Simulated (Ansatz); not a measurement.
C2H9FSi2 can be A, `CC(F)([SiH3])[SiH3]`, or B, `C[SiH](C)[SiH2]F`.

Gas-phase electronic energies from Ansatz, PBE0-D4/def2-TZVP geometries. CBS: MP2 limit from def2 TZ/QZ plus the TZ coupled-cluster correction, frozen cores. Functionals use def2-TZVPP. B3LYP here is the variant with VWN-RPA as its local correlation; programs differ in this. One conformer a species, not always the lowest.

Which is lower in electronic energy at CCSD(T)/CBS, and by how much? (Estimate.)

The calculation gave: B, by 67.6 kcal/mol.

Give E(B) − E(A) in kcal/mol with B3LYP-D4, B2PLYP, CCSD(T)/def2-TZVPP, MP2/def2-TZVPP, PBE-D4, r2SCAN-D4, B3LYP. (An estimate is asked.)

Computed: B3LYP-D4 -65.7, B2PLYP -67.4, CCSD(T)/def2-TZVPP -66.4, MP2/def2-TZVPP -68.7, PBE-D4 -65.4, r2SCAN-D4 -67.5, B3LYP -67.0. None reverses the order clearly.

Largest T1 diagnostic: 0.012.

From PBE to PBE0 (25 % exact exchange), in def2-TZVPP and without D4, E(B) − E(A) moves by −1.7 kcal/mol. The D4 term adds +1.2 kcal/mol with B3LYP and +0.6 kcal/mol with PBE0; it sums over pairs of atoms, weighted by their polarisabilities, and B3LYP, whose exchange is more repulsive, gets the larger term.
